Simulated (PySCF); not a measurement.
Work out the structure from these simulated measurements.

Formula: C4H13N3Si.

- Triplet: lowest triplet excitation (Tamm–Dancoff): 3.43 eV [TDA CAM-B3LYP/def2-SVPD]
- 13C NMR: chemical shifts (computed TMS as zero) by class: 173.3 (1 C), 37.1 (2 C), 28.2 (1 C) ppm [GIAO PBE0/pcSseg-1]
- Valence photoelectron: vertical ionisation energy: 8.17 eV [ΔSCF CAM-B3LYP/def2-SVPD]
- UV, first state: lowest singlet excitation: 4.05 eV (306 nm, f = 0.000) [TDDFT CAM-B3LYP/def2-SVPD]
- Rotational structure: rotational constants A, B, C: 1.843, 1.438, 0.873 GHz [PBE0-D3(BJ)/def2-SVP]
- Polarisability: 100.0 au [CAM-B3LYP/def2-SVPD]

Electronic properties: PySCF, gas phase, density fitting. Levels stand in brackets. Geometry: PBE0-D3(BJ)/def2-SVP, one conformer, isolated molecule. NMR values are class means; diastereotopic atoms form classes of their own.

Question: Give a SMILES that accounts for the data.

Answer: Numbering: `[CH2:1]=[N:2][Si@@H:3]([NH:4][CH3:5])[N:6]([CH3:7])[CH3:8]`. Its formula, C4H13N3Si, gives 1 degree of unsaturation: 0 rings and 1 π bond in the structure found. 4 carbons fall into 3 classes; from least to most shielded: C=N carbon [C1] (173.3 ppm), N-methyl carbon [C7/C8] (37.1 ppm, 2 C), N-methyl carbon [C5] (28.2 ppm). The first electron is taken from the HOMO, whose largest Löwdin shares are 0.55 on a silicon-bound nitrogen, 0.09 on each of 2 atoms of one kind (N-methyl carbon) and 0.07 on the SiH silicon. The optimised geometry has point group C1 and is an asymmetric top. Structure: `C=N[Si@@H](NC)N(C)C`. Computed isomers that give other values at the same levels: `CN(C)[SiH]1NCCN1` (13C chemical shifts (computed TMS as zero) by class: 46.2 (2 C), 36.9 (2 C) ppm). The assignments are read from this structure; whether some other isomer fits the data as well wasn't checked. The mirror image fits equally.

Shape of the structure used: `[CH2:1]=[N:2][Si@@H:3]([NH:4][CH3:5])[N:6]([CH3:7])[CH3:8]`: C1–N2–Si3–N4 109°, N2–Si3–N4–C5 -88°, N2–Si3–N6–C7 -177°.
